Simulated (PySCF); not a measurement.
Compound: GaH2(tBu), C₄H₁₁Ga.
Bonds: Ga1–C4, C4–C5, C4–C6, C4–C7. Hydrogens: H2, H3 on Ga1; H8, H9, H10 on C5; H11, H12, H13 on C6; H14, H15, H16 on C7.

Level of theory: PBE0-D3(BJ)/def2-SVP geometry optimisation, gas phase in PySCF 2.14.0.

Give the optimised bond lengths and angles.

```csv
bond,length (bohr)
"Ga1–H2, Ga1–H3",2.985
Ga1–C4,3.780
"C4–C5, C4–C6, C4–C7",2.890
C5–H8 and 8 like bonds,2.086
```

Bonds in one row agree within 0.02 bohr and their mean is given. A selection of angles:
```csv
angle,degrees
H2–Ga1–H3,119.5
H2–Ga1–C4,121.8
H3–Ga1–C4,118.7
Ga1–C4–C5,106.8
Ga1–C4–C6,111.2
Ga1–C4–C7,109.0
C5–C4–C6,110.0
C4–C5–H8,110.4
C4–C5–H9,112.4
H8–C5–H9,106.7
```

Ga1 (gallium bonded to C and 2 H) is planar (angles 121.8°, 119.5° and 118.7°, sum 360.0°, 0.01 Å off the plane of its three neighbours).

Point group: near Cs, missed by 0.36 Å at most; the miss may be what the optimiser left on a soft mode. Not checked by PBE0-D3(BJ)/def2-SVP frequencies.
